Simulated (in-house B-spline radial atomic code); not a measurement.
Checks on a self-consistent run for Te7+, [Kr] (4d3/2)4 (4d5/2)5. Computed with a radial B-spline atomic code at the basis-set limit: Dirac-Hartree-Fock, average of the jj configuration, Fermi nucleus of rms radius 4.7423 fm.

```csv
orbital,q,ε (Eh),<1/r>,<r²>,small-component weight
1s1/2,2,-1179.63719,55.574,0.00104766,0.036624
2s1/2,2,-187.54431,12.9652,0.016837,0.0078316
2p1/2,2,-175.45692,12.9086,0.0125279,0.0078164
2p3/2,4,-165.31796,11.9523,0.0138108,0.0074391
3s1/2,2,-41.76139,4.62786,0.117243,0.0023184
3p1/2,2,-36.75334,4.52809,0.112398,0.002252
3p3/2,4,-34.80783,4.29642,0.120303,0.0021531
3d3/2,4,-26.08393,4.1365,0.10187,0.0020226
3d5/2,6,-25.66782,4.072,0.104574,0.0019886
4s1/2,2,-10.60889,1.82734,0.652312,0.00063206
4p1/2,2,-8.82252,1.72328,0.715457,0.00057737
4p3/2,4,-8.39156,1.65556,0.759593,0.00055115
4d3/2,4,-5.45376,1.43124,0.968965,0.0004306
4d5/2,5,-5.38565,1.41584,0.98962,0.00042526
```

Electron-electron repulsion V_ee = 2359.0139 hartree.

(1) What total energy follows from the eigenvalues?

(2) Does the Dirac virial theorem hold?

(3) What diamagnetic shielding (Lamb formula) and susceptibility (Langevin formula) do the radii give?

Results:

(1) The eigenvalues count the repulsion twice, so E = Σqε - V_ee = -4422.324 - 2359.014 = -6781.338 hartree; the run printed -6781.338.

(2) For a point nucleus E = -2c²Σq·w, with w the small-component weight. Here Σq·w = 0.18055 and c = 137.0360, so the ratio E/(-2c²Σq·w) is 1.000057; the finite nucleus accounts for the departure from 1.

(3) σ = (α²/3)Σq<1/r> = 313.708/(3·137.036²) = 5568.5 ppm, and χ = -0.79199×10⁻⁶·Σq<r²> = -13.22×10⁻⁶ cm³/mol with Σq<r²> = 16.689 bohr². Both are non-relativistic formulas without the paramagnetism of open shells; for so heavy an element the full relativistic shielding is larger by tens of per cent.
